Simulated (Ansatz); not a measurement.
Computed with Ansatz on PBE0-D4/def2-TZVP structures; ΔE is electronic, products minus reactants. CCSD(T)/CBS adds triple-zeta CCSD(T) − MP2 to the extrapolated MP2 energy (def2 sets, frozen cores). This one scheme is used for every species. Functionals use def2-TZVPP. B3LYP here is the variant with VWN-RPA as its local correlation; programs differ in this. Elements past krypton have def2 core potentials. For In outer-core shells are correlated without core-valence functions, which leaves a few kJ/mol of doubt a bond. One conformer a species, not always the lowest.

Consider the substitution at a C–In bond: `[CH3][InH][CH2][SiH3]` + H₂S → `[SiH3]CS` + `[CH3][InH2]`.

`[CH3][InH][CH2][SiH3]`:

```xyz
13

C     0.268    1.812    1.697
In    0.950   -0.098    0.972
C    -0.431   -1.317   -0.173
Si   -0.550   -0.777   -1.946
H     0.457    2.569    0.932
H    -0.804    1.793    1.893
H     0.797    2.107    2.604
H     2.553   -0.691    1.240
H    -0.108   -2.360   -0.122
H    -1.419   -1.236    0.292
H     0.788   -0.834   -2.602
H    -1.018    0.637   -2.025
H    -1.483   -1.606   -2.762
```

H₂S:

Cartesian coordinates in Å:
```
S -0.577 0.222 -0.035
H 0.313 -0.200 -0.945
H 0.265 -0.021 0.980
```

`[SiH3]CS`:

Z-matrix (Å, degrees):
```
Si
C 1 1.878
H 1 1.489 2 110.7
H 1 1.484 2 109.8 3 121.0
H 1 1.488 2 108.8 3 -119.4
S 2 1.813 1 111.4 3 177.0
H 2 1.092 1 112.3 3 52.0
H 2 1.093 1 109.3 3 -67.0
H 6 1.343 2 97.3 1 -50.2
```

`[CH3][InH2]`:

```xyz
7

C     0.932    0.273   -0.276
In   -1.055   -0.294    0.329
H     1.565    0.491    0.584
H     1.384   -0.550   -0.837
H     0.901    1.143   -0.934
H    -1.373   -0.811    1.950
H    -2.353   -0.251   -0.816
```

Q: Is it downhill or uphill in electronic energy at CCSD(T)/CBS, and by how much? (Best estimate.)

A: Computed: Uphill: ΔE = +59.7 kJ/mol.

Q: What do these levels give: PBE0-D4, B3LYP-D4, SCS-MP2/def2-TZVPP, HF/def2-QZVPP, HF/CBS(def2), MP2/CBS(def2)? (Best estimate.)

A: The calculation gave: PBE0-D4 48.2, B3LYP-D4 47.9, SCS-MP2/def2-TZVPP 58.0, HF/def2-QZVPP 42.9, HF/CBS(def2) 43.0, MP2/CBS(def2) 64.4 kJ/mol.

Largest T1 diagnostic among the species: 0.013.

In def2-TZVPP, CCSD(T) changes the Hartree–Fock value by +15.5 kJ/mol (the triples alone add +1.2 kJ/mol) and MP2 by +20.3 kJ/mol.
